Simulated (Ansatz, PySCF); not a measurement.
Pulling on the C1–Al2 bond in CH5Al (SMILES [CH3][AlH2]) (multiplicity 1 held, fragments rigid). Energies count from the point at 1.955 Å.
Geometry at that point (charge 0, multiplicity 1):
| atom | x (Å) | y (Å) | z (Å) |
|---|---|---|---|
| C | -1.2351 | -0.0945 | -0.0008 |
| Al | 0.7144 | 0.0494 | -0.0025 |
| H | -1.6801 | 0.5444 | -0.7695 |
| H | -1.5925 | -1.1140 | -0.1561 |
| H | -1.6392 | 0.2555 | 0.9557 |
| H | 1.3987 | 1.4781 | 0.0298 |
| H | 1.6360 | -1.2390 | -0.0221 |

Restricted levels (R-, RO-) in cc, def2 and unpolarised 6-31G sets keep to the state of the molecule at rest. Unrestricted levels (U-) break spin symmetry where that is lower. Levels need not reach the same state.

Rows in 6-31G* carry no dispersion term and start afresh at each structure (6-31G* with six Cartesian d functions).

The values were computed with Ansatz (Gaussian orbitals); PySCF for 6-31G* rows. Values without a source in brackets are computed.

Problem. One of these levels gives 2.955 eV for the energy at R = 6.256 Å. Which?
A) R-r2SCAN/cc-pV(T+d)Z
B) U-PBE/cc-pV(T+d)Z
C) U-HF/6-31G*

Solution. C, U-HF/6-31G*. The others give 3.981 (U-PBE/cc-pV(T+d)Z), 5.332 (R-r2SCAN/cc-pV(T+d)Z)

Doubts at one or more of the structures used: a spin-contaminated determinant (U-HF/6-31G*, U-PBE/cc-pV(T+d)Z); a restricted determinant that unrestricted orbitals would lower (R-r2SCAN/cc-pV(T+d)Z).

Ansatz is a program for electronic structure.
